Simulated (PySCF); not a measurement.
CH2N, SMILES [CH][NH] (connectivity only; charge and spin as stated), neutral, multiplicity 2.

The structure is a stationary point at B3LYP-D3(BJ)/def2-TZVPD.

Calculation: TDA-PBE/def2-TZVPD run with PySCF 2.14.0.

Vertical excitations. 

```json
[
 {"state": "root 1", "energy (eV)": "2.87", "λ (nm)": "431", "f": "0.001", "main pairs": "α HOMO→LUMO 100 %"},
 {"state": "root 2", "energy (eV)": "4.53", "λ (nm)": "274", "f": "0.002", "main pairs": "α HOMO→LUMO+1 100 %"},
 {"state": "root 3", "energy (eV)": "4.98", "λ (nm)": "249", "f": "0.035", "main pairs": "α HOMO→LUMO+2 99 %"},
 {"state": "root 4", "energy (eV)": "5.50", "λ (nm)": "225", "f": "0.007", "main pairs": "β HOMO−1→LUMO 95 %"},
 {"state": "root 5", "energy (eV)": "5.67", "λ (nm)": "219", "f": "0.035", "main pairs": "α HOMO−1→LUMO 37 %, β HOMO→LUMO 55 %"},
 {"state": "root 6", "energy (eV)": "6.19", "λ (nm)": "200", "f": "0.020", "main pairs": "α HOMO−1→LUMO 19 %, β HOMO−1→LUMO+1 53 %, β HOMO→LUMO 26 %"},
 {"state": "root 7", "energy (eV)": "6.57", "λ (nm)": "189", "f": "0.071", "main pairs": "α HOMO→LUMO+3 96 %"},
 {"state": "root 8", "energy (eV)": "7.09", "λ (nm)": "175", "f": "0.001", "main pairs": "α HOMO−2→LUMO 17 %, β HOMO→LUMO+1 78 %"},
 {"state": "root 9", "energy (eV)": "7.46", "λ (nm)": "166", "f": "0.001", "main pairs": "α HOMO→LUMO+4 97 %"},
 {"state": "root 10", "energy (eV)": "7.59", "λ (nm)": "163", "f": "0.007", "main pairs": "α HOMO→LUMO+5 99 %"}
]
```
Unrestricted roots are not spin-pure.
